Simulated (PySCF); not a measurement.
Level of theory: PySCF with PBE-D3(BJ)/def2-TZVP // TPSS-D3(BJ)/def2-SVP. All species are isolated molecules in the gas phase. One relaxed conformer stands for a flexible species; it need not be the lowest. 

Reference species: [Cd(OH)(F)] (neutral, multiplicity 1).

The LUMO comes out as -2.89 eV and the coordination number comes out as 2. The mean distance from the central atom to its bonded neighbours comes out as 1.952 Å and the HOMO is -6.83 eV.

Changed species: [Cd(OH)2] (Y = OH; the reference has Y = F).

Problem. Predict the effect on the LUMO, coordination number, mean distance from the central atom to its bonded neighbours and HOMO.

Solution. the LUMO rises by 0.46 eV, to -2.43 eV; the coordination number is nearly the same; the mean distance from the central atom to its bonded neighbours rises by 0.024 Å, to 1.976 Å; the HOMO increases by 0.38 eV, to -6.45 eV.
